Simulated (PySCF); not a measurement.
Species: `C[SiH2]O[SiH2]O[SiH3]`. The columns A, B, C and D hold Mulliken, IAO, Hirshfeld and ESP-fitted charges (e) of one PBE0/pcSseg-1 density (PySCF), in a shuffled order. Coordinates in Å (PBE0-D3(BJ)/def2-SVP); the density's dipole moment is (-0.81, 0.38, -0.69) D.

```json
{"atom": "C1", "x": "-2.749", "y": "0.380", "z": "-0.066", "A": "-0.212", "B": "-0.647", "C": "-0.737", "D": "-0.701"}
{"atom": "Si2", "x": "-1.357", "y": "-0.858", "z": "-0.001", "A": "+0.412", "B": "+0.841", "C": "+1.012", "D": "+0.901"}
{"atom": "O3", "x": "-0.429", "y": "-0.586", "z": "1.351", "A": "-0.311", "B": "-0.763", "C": "-0.875", "D": "-0.543"}
{"atom": "Si4", "x": "1.003", "y": "-0.174", "z": "2.051", "A": "+0.462", "B": "+1.063", "C": "+1.197", "D": "+0.723"}
{"atom": "O5", "x": "2.109", "y": "0.267", "z": "0.909", "A": "-0.310", "B": "-0.760", "C": "-0.875", "D": "-0.464"}
{"atom": "Si6", "x": "2.545", "y": "0.538", "z": "-0.665", "A": "+0.387", "B": "+0.709", "C": "+0.850", "D": "+0.564"}
{"atom": "H7", "x": "-3.385", "y": "0.205", "z": "-0.948", "A": "+0.048", "B": "+0.144", "C": "+0.159", "D": "+0.160"}
{"atom": "H8", "x": "-3.381", "y": "0.304", "z": "0.833", "A": "+0.048", "B": "+0.149", "C": "+0.159", "D": "+0.171"}
{"atom": "H9", "x": "-2.355", "y": "1.406", "z": "-0.124", "A": "+0.047", "B": "+0.147", "C": "+0.158", "D": "+0.176"}
{"atom": "H10", "x": "-0.490", "y": "-0.733", "z": "-1.216", "A": "-0.086", "B": "-0.128", "C": "-0.159", "D": "-0.204"}
{"atom": "H11", "x": "-1.888", "y": "-2.252", "z": "0.064", "A": "-0.084", "B": "-0.114", "C": "-0.146", "D": "-0.190"}
{"atom": "H12", "x": "1.536", "y": "-1.346", "z": "2.796", "A": "-0.081", "B": "-0.149", "C": "-0.163", "D": "-0.131"}
{"atom": "H13", "x": "0.774", "y": "0.982", "z": "2.958", "A": "-0.082", "B": "-0.151", "C": "-0.163", "D": "-0.125"}
{"atom": "H14", "x": "2.591", "y": "-0.748", "z": "-1.423", "A": "-0.080", "B": "-0.113", "C": "-0.142", "D": "-0.112"}
{"atom": "H15", "x": "1.569", "y": "1.456", "z": "-1.326", "A": "-0.081", "B": "-0.118", "C": "-0.145", "D": "-0.110"}
{"atom": "H16", "x": "3.896", "y": "1.167", "z": "-0.678", "A": "-0.077", "B": "-0.110", "C": "-0.131", "D": "-0.116"}
```

Task: Which column most likely holds the ESP-fitted charges?

Result: D. Σ q r misses the density's dipole by 0.03 D (D), 0.47 D (A), 1.17 D (B), 1.40 D (C). Charges fitted to the outside potential are the only set here that is tied to the molecule's multipoles.

Task: And the Hirshfeld charges?

Result: A. The mean sizes are 0.176 e (A), 0.337 e (D), 0.382 e (B), 0.442 e (C), and Hirshfeld charges are commonly the smallest of these schemes.

As computed, A = Hirshfeld, B = Mulliken, C = IAO, D = ESP-fitted. Hydrogens on carbon: Hirshfeld +0.05 to +0.05, Mulliken +0.14 to +0.15, IAO +0.16 to +0.16, ESP-fitted +0.16 to +0.18 e.

The ESP scheme is a least-squares fit of atom-centred charges to the potential on four shells outside the van der Waals surface, with the total charge fixed. The Mulliken scheme counts on each atom the diagonal of the density matrix times the overlap matrix over that atom's basis functions.

One conformer (not necessarily the lowest) at the PBE0-D3(BJ)/def2-SVP geometry, without solvent, vibrations or thermal averaging.

These values come from a run that also computed NMR shieldings. The run took 21 s wall on Arm Neoverse V1, one thread (shared host).

Conformer computed: `[CH3:1][SiH2:2][O:3][SiH2:4][O:5][SiH3:6]`: C1–Si2–O3–Si4 -116°, Si2–O3–Si4–O5 5°, O3–Si4–O5–Si6 1°.
